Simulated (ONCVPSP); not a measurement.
## Before and after: ONCV potential for As (Z = 33)

- Element: As (Z = 33)
- Generator: ONCVPSP 4.0.1
- Type: optimised norm-conserving Vanderbilt (ONCV)
- Functional: PBE
- Relativity: scalar-relativistic
- Frozen core: [Ne]
- Valence charge: 23
- Reference configuration: 3s2 3p6 3d10 4s2 4p3
- Partial waves: 3s+4s: rc 0.85 bohr, ncon 3, nbas 7, qcut 13.9 1/bohr, 2 projectors; 3p+4p: rc 1.15 bohr, ncon 4, nbas 7, qcut 13.4 1/bohr, 2 projectors; 3d: rc 1.15 bohr, ncon 4, nbas 9, qcut 13.6 1/bohr, 2 projectors, debl 3.3 Ha; f scattering state at 0.27 Ha: rc 1.05 bohr, ncon 4, nbas 7, qcut 10.3 1/bohr, 1 projector
- Local potential: polynomial inside 0.65 bohr (lpopt 5, dvloc0 4 Ha)
- Core correction: Teter function, fcfact 5.25, rcfact 1.55

All-electron outer shells of the reference configuration (PBE, scalar-relativistic, ld1.x):

```json
{"shell": "2s", "level (eV)": "-1486.76", "outermost node (bohr)": "0.06", "outermost maximum (bohr)": "0.17"}
{"shell": "2p", "level (eV)": "-1303.65", "outermost node (bohr)": "–", "outermost maximum (bohr)": "0.14"}
{"shell": "3s", "level (eV)": "-190.31", "outermost node (bohr)": "0.25", "outermost maximum (bohr)": "0.52"}
{"shell": "3p", "level (eV)": "-133.68", "outermost node (bohr)": "0.22", "outermost maximum (bohr)": "0.52"}
{"shell": "3d", "level (eV)": "-40.65", "outermost node (bohr)": "–", "outermost maximum (bohr)": "0.47"}
{"shell": "4s", "level (eV)": "-14.49", "outermost node (bohr)": "0.73", "outermost maximum (bohr)": "1.61"}
{"shell": "4p", "level (eV)": "-5.19", "outermost node (bohr)": "0.78", "outermost maximum (bohr)": "2.00"}
```

Change: p: qcut 20.1.

Cutoffs: the cutoffs (Ha) at which the residual kinetic energy of the hardest occupied pseudo-wave falls to 1 and 0.1 mHa per electron; they do not see the model core or the augmentation charge, which bear on the density cutoff. Errors are all-electron minus pseudo energies relative to the spin-unpolarised reference configuration.

Q: Predict the effect on cutoff, ghosts and configuration errors.

A: The potential gets neither clearly harder nor softer (78 Ha and 86 Ha → 78 Ha and 86 Ha); of the 4 tests that both files solve, the error grows in 0 and shrinks in 4 by more than 15 % and 0.3 meV (median size 9.6 → 1.6 meV); neither file shows a bound ghost.

```tsv
quantity	base	changed
cutoff, loose	78 Ha	78 Ha
cutoff, tight	86 Ha	86 Ha
loose cutoff by channel	s 73 Ha, p 61 Ha, d 78 Ha	s 73 Ha, p 66 Ha, d 78 Ha
bound ghosts	none	none
GHOST(+) flags under 300 eV	none	none
error for 3s2 3p6 3d10 4s2 4p2, meV [ΔE 9.15 eV]	-5.3	-0.6
error for 3s2 3p6 3d10 4s2 4p1, meV [ΔE 27.07 eV]	-14	-2.5
error for 3s2 3p6 3d10 4s2 4p0, meV [ΔE 54.77 eV]	-26	-6.2
error for 3s2 3p6 3d10 4s1 4p4, meV [ΔE 9.42 eV]	+3.3	-0.3
s: phases at 0.86 bohr within 0.05 rad from the reference energy up to (Ha; the scan ends near 5)	to the end of the scan	to the end of the scan
p: phases at 1.17 bohr within 0.05 rad from the reference energy up to (Ha; the scan ends near 5)	to the end of the scan	to the end of the scan
d: phases at 1.17 bohr within 0.05 rad from the reference energy up to (Ha; the scan ends near 5)	to the end of the scan	to the end of the scan
f: phases at 1.07 bohr within 0.05 rad from the reference energy up to (Ha; the scan ends near 5)	to the end of the scan	to the end of the scan
rms error of d²Exc/dni dnj with the model core, mHa	2.02	2.01
```
